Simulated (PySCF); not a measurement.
Si(F)(OH)2(SMe) (CH5FO2SSi), SMILES S(C)[Si](O)(F)O. Atoms are numbered in the order given.

```xyz
11

C     -2.3498    -0.2873    -0.1576
S     -1.0182     0.7913    -0.8389
Si     0.6340    -0.0830     0.1500
O      0.9685    -1.5659    -0.4723
O      1.9716     0.8698     0.0358
F      0.2500    -0.2699     1.7223
H     -2.3525    -0.2526     0.9395
H     -2.2208    -1.3217    -0.5029
H     -3.2990     0.1087    -0.5412
H      1.6891    -2.0625    -0.0646
H      1.9261     1.7500     0.4279
```
Charge 0, spin multiplicity 1.

The structure is a stationary point at B3LYP-D3(BJ)/def2-SVP. The values are those of a single conformer.

Two levels are set side by side: PBE/pcSseg-1 (PySCF) and HF/pcSseg-1 (PySCF). GIAO shifts against CFCl3 (¹⁹F), H2O (¹⁷O), H2S (³³S), TMS (²⁹Si), TMS (¹H), TMS (¹³C) at the same level; non-relativistic, no solvent, atoms listed together averaged. Differences are taken from unrounded values.

| quantity | HF |
|---|---|
| δ(¹³C) of C1 (ppm) | 13.5 |
| δ(³³S) of S2 (ppm) | -11.2 |
| δ(²⁹Si) of Si3 (ppm) | -42.1 |
| δ(¹⁹F) of F6 (ppm) | -108.0 |

What does PBE give, and how far is it from HF? (The exact figures need the calculation; the answer reports its results.)


```csv
quantity,PBE,PBE minus HF
δ(¹³C) of C1 (ppm),17.1,3.5
δ(³³S) of S2 (ppm),61.5,72.7
δ(²⁹Si) of Si3 (ppm),-32.6,9.5
δ(¹⁹F) of F6 (ppm),-148.7,-40.7
```

Rough cost on one machine, each run with all the roots and properties that it gave: HF against PBE within a factor of 2.
